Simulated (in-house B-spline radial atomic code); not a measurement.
Ti III (Ti2+): [Ar] 3d1 4p1 (an excited or competing configuration)

Computed with a radial B-spline atomic code at the basis-set limit: non-relativistic SCAN, spin-polarised, spherical fractional occupations, point nucleus.

Effective charges: Z_r = [3n² - l(l+1)]/(2<r>) from the radius, Z_e = n√(-2ε) from the energy, and Slater's rules. Values are occupation-weighted means over spin.

```tsv
shell	electrons	ε (eV)	<r> (bohr)	Z_r	Z_e	Slater
1s	2	-4880.7	0.0702	21.37	18.94	21.70
2s	2	-563.16	0.3266	18.37	12.87	17.85
2p	6	-473.21	0.2905	17.21	11.79	17.85
3s	2	-87.295	1.001	13.49	7.60	10.75
3p	6	-62.837	1.062	11.77	6.45	10.75
3d	1	-26.27	1.3	8.08	4.17	4.00
4p	1	-15.165	3.253	7.07	4.22	4.35
```

The least bound orbital is 4p up at -15.17 eV, and it is also the most diffuse (<r> = 3.253 bohr).
